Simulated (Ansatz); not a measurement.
```yaml
crystal:
  periodic: [false, false, false]
  atoms:
    - {symbol: Si, position_ang: [0.394199, 0.989255, 0.700842]}
    - {symbol: Si, position_ang: [0.319335, -1.122016, -0.517139]}
    - {symbol: Ge, position_ang: [-1.794691, -0.731877, 0.249265]}
    - {symbol: Ge, position_ang: [-1.137849, 1.256459, -0.972427]}
    - {symbol: Ge, position_ang: [2.218997, -0.391811, 0.539459]}
basis:
  gaussian: {orbitals: cc-pVDZ}
total_charge: 1
magnetization: {spin_polarized: false, initial_magnetization: 1}
hamiltonian: {xc: {name: wPBEh}}
scf: {omitted_lower_state_checks: [starts]}
output: {forces: true}
```

```sh
$ ansatz run in.yaml --threads 4 --pin off --events-out ev --progress --plain --max-ram 4787MiB
```

Output, abridged:

```
Functional definition: wPBEh
1357 factors; integrals over basis functions are off by at most 6.7e-4 eV
96 factors; integrals over basis functions are off by at most 2.5e-7 eV
mean field evaluation 1: about -185267.1688 eV, gradient 3.5e1 eV
mean field evaluation 2: about -185267.1981 eV, gradient 3.5e1 eV
mean field evaluation 4: about -185268.4841 eV, gradient 2.6e1 eV
mean field evaluation 8: about -185272.1248 eV, gradient 3.0e-1 eV
mean field evaluation 16: about -185272.1245 eV, gradient 4.6e-3 eV
mean field -185272.12445042 eV, -6808.6249915965 hartree, gradient 4.3e-5 eV, S^2 0.750000; 0 other end points of the search recorded, 0 dependent functions left out
reference -185272.12448279 eV, -6808.6249927862 hartree; 62, 61 occupied and 55, 56 virtual orbitals, 1357 factors
Total energy: -185272.12448279 eV, -6808.6249927862 hartree
Atom 0 at     0.394199     0.989255     0.700842 Å, force     0.019307     0.333892     0.462846 eV/Å
Atom 1 at     0.319335    -1.122016    -0.517139 Å, force     0.122339    -0.364260    -0.436829 eV/Å
Atom 2 at    -1.794691    -0.731877     0.249265 Å, force    -1.514366    -0.731263     0.563242 eV/Å
Atom 3 at    -1.137849     1.256459    -0.972427 Å, force    -0.739809     1.127497    -1.104391 eV/Å
Atom 4 at     2.218997    -0.391811     0.539459 Å, force     2.112529    -0.365867     0.515131 eV/Å
Dipole moment:     0.001948     0.000385    -0.000694 e Å
Checks for a lower state left out: starts
```

Hardware: 4 threads of Intel Xeon on a shared host. Wall time 5.5 s, peak host memory 0.56 GiB.

With spin_polarized false and unpaired electrons the run is restricted open-shell.

The dipole of an ion depends on the origin.
